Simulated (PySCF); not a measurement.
PySCF job for TeHBr, SMILES Br[TeH], IEF-PCM-M06-2X/def2-SVP. Geometry optimised at B3LYP-D3(BJ)/def2-TZVP. The def2 effective core potentials stand for the cores of Te; spin–orbit coupling is left out.

```python
import numpy as np
from pyscf import gto, scf, dft
from pyscf.solvent import pcm

mol = gto.M(
    atom='''
    Te    0.03293488    1.00143081    0.00000000
    H    -1.62731262    1.13361232    0.00000000
    Br   -0.00243718   -1.52022899    0.00000000
    ''',
    basis='def2-SVP',
    ecp={'Te': 'def2-svp'},
    charge=0,
    spin=0,
    max_memory=1600,
    verbose=3,
)
mf = dft.RKS(mol, xc='m06-2x').density_fit(auxbasis='def2-universal-jkfit')
mf.grids.level = 4
mf.conv_tol = 1e-9
mf.max_cycle = 100
mf.kernel()
res = {}
for name, eps in {'water': 78.355, 'tetrahydrofuran': 7.4257, 'N,N-dimethylformamide': 37.219}.items():
    s = mf.PCM()
    s.with_solvent.method, s.with_solvent.eps, s.with_solvent.lebedev_order = 'IEF-PCM', eps, 29
    s.kernel(mf.make_rdm1())
    res[name] = (s.e_tot, eps, s.dip_moment(), s.mo_energy, s.converged)
    print(f'{name}: electrostatic solvation free energy {(s.e_tot - mf.e_tot) * 627.509474:.3f} kcal/mol')
```

It prints:

```
converged SCF energy = -2842.42297188202

WARN: PCM is an experimental feature. It is still in testing.
Features and APIs may be changed in the future.

converged SCF energy = -2842.42823837133
Dipole moment(X, Y, Z, Debye): -0.61735,  2.90649,  0.00000
water: electrostatic solvation free energy -3.305 kcal/mol

WARN: PCM is an experimental feature. It is still in testing.
Features and APIs may be changed in the future.

converged SCF energy = -2842.42720020304
Dipole moment(X, Y, Z, Debye): -0.55781,  2.73549,  0.00000
tetrahydrofuran: electrostatic solvation free energy -2.653 kcal/mol

WARN: PCM is an experimental feature. It is still in testing.
Features and APIs may be changed in the future.

converged SCF energy = -2842.4281084417
Dipole moment(X, Y, Z, Debye): -0.60972,  2.88511,  0.00000
N,N-dimethylformamide: electrostatic solvation free energy -3.223 kcal/mol
```

The run converged.
